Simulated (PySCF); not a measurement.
Exercise with solution: oscillator strength and radiative lifetime

C3H8NO, SMILES C[NH+](C)C=O, charge +1.

Coordinates come from a PBE0-D3(BJ)/def2-SVP optimisation. The isomer is the one that the SMILES or the coordinates give; other isomers of the formula were not compared. One conformer was computed; it need not be the lowest.

TDA-M06-2X/def2-SVPD in PySCF 2.14.0 puts the first singlet state with f over 0.02 at 9.80 eV (vertical), with the transition dipole (0.079, -0.315, -0.133) in atomic units.

### Question
Find the oscillator strength, the wavelength and the radiative lifetime that this transition would have in vacuum if emission retraced absorption.

### Answer

|μ|² = 0.1232 au, so |μ| = 0.89 D. ΔE = 9.80/27.211 = 0.3601 hartree. f = (2/3) ΔE |μ|² = 0.030 (the program prints 0.030).
λ = 1239.84/9.80 = 127 nm; ν = 79042 cm⁻¹.
Einstein's coefficient A = 0.6670 ν² f s⁻¹ (ν in cm⁻¹) = 1.2e8 s⁻¹, so τ = 1/A = 8.1 ns. This state is S6; the lower singlets have f = 0.001, 0.003, 0.003, 0.003, 0.004. The figure is the radiative limit of this one transition; relaxation, internal conversion, crossing to triplets and a medium change what is measured.
